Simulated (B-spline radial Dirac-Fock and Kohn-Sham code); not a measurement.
# Binding energies of Nb⁷⁺ at several levels of theory

System: Nb⁷⁺ in the configuration [Ar] 3d10 4s2 4p4.

The density-functional columns are spherical, spin-unpolarised Dirac-Kohn-Sham results without Breit or QED terms: −ε is minus the orbital energy of the initial state and ΔSCF the difference of two total energies. The reference in the last column comes from Dirac-Fock ΔSCF + Breit + QED. All numbers are from a radial finite-basis atomic code, in eV; a selection of levels is shown. The Kohn-Sham columns are given as differences from the reference. For the 1s level of heavy atoms much of the gap between ΔSCF and the reference is the Breit and QED part, -50.3 eV here; for other levels the error of the functional can be larger.

```tsv
level	PBE −ε − DF	PBE ΔSCF − DF	LDA −ε − DF	LDA ΔSCF − DF	Dirac-Fock
1s	-199.2	+71.8	-225.9	+44.4	19109.7
2s	-87.5	-36.9	-90.5	-39.8	2827.1
2p1/2	-66.1	-4.7	-67.0	-5.6	2589.5
3s	-44.8	-24.0	-45.9	-25.1	591.6
3p1/2	-36.0	-15.0	-36.4	-15.3	501.4
3d3/2	-20.9	+0.6	-20.6	+0.9	327.0
3d5/2	-21.0	+0.4	-20.7	+0.7	324.2
4s	-11.0	-1.0	-10.9	-0.8	167.5
4p	-8.1	+1.3	-7.9	+1.6	138.2
```

Values without a named source are computed, but for edge energies of neutral atoms, which are taken from tables.
